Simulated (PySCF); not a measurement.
Species: C5H11FGeO.
Numbering: `[CH3:1][O:2][C@@H:3]1[CH2:4][GeH2:5][CH2:6][C@H:7]1[F:8]` (hydrogens: H9, H10, H11 on C1; H12 on C3; H13, H14 on C4; H15, H16 on Ge5; H17, H18 on C6; H19 on C7)

Geometry (PBE0-D3(BJ)/def2-SVP, Å), atoms numbered from 1 in this order:
```xyz
19
C5H11FGeO angstrom
C      2.4522   -0.2399    0.2560
O      1.2653    0.4862    0.3669
C      0.4123    0.4339   -0.7496
C     -0.6586    1.4995   -0.5477
Ge    -1.8977    0.6447    0.7267
C     -1.1378   -1.1500    0.4045
C     -0.2842   -0.9379   -0.8333
F     -1.0978   -0.9063   -1.9540
H      2.2969   -1.3350    0.2889
H      3.0906    0.0373    1.1066
H      2.9922    0.0003   -0.6803
H      0.9899    0.6033   -1.6817
H     -0.1994    2.4278   -0.1827
H     -1.1800    1.7043   -1.4926
H     -3.3756    0.7712    0.3129
H     -1.7400    1.1160    2.1830
H     -1.8785   -1.9429    0.2320
H     -0.5044   -1.4432    1.2541
H      0.4435   -1.7533   -0.9888
```

Computed at PBE0/pcSseg-1 (PySCF, non-relativistic), with Q(17O) = −0.0256 b, Q(73Ge) = −0.196 b: O2, 17O (I = 5/2): χzz = -12.03 MHz, η = 0.950; Ge5, 73Ge (I = 9/2): χzz = -17.72 MHz, η = 0.695.

Find the zero-field quadrupole resonance frequencies of 17O at O2.

From the eigenvalues of H = χ/[4I(2I − 1)] × [3Iz² − I(I + 1) + η(Ix² − Iy²)], steps between neighbouring levels, labelled as for η = 0: ±1/2↔±3/2 3.079 MHz, ±3/2↔±5/2 3.208 MHz (ether oxygen).

Where would the pure quadrupole (NQR) lines of 73Ge at Ge5 fall for the rigid, isolated species?

From the eigenvalues of H = χ/[4I(2I − 1)] × [3Iz² − I(I + 1) + η(Ix² − Iy²)], steps between neighbouring levels, labelled as for η = 0: ±1/2↔±3/2 2.086 MHz, ±3/2↔±5/2 1.490 MHz, ±5/2↔±7/2 2.001 MHz, ±7/2↔±9/2 2.834 MHz (germanium bonded to 2 C and 2 H).

In a crystal, neighbours and librations shift these lines. The calculation is non-relativistic, for germanium too. The basis is small and wasn't made for field gradients, so the couplings can be 20 % off.

One conformer stands for the species.
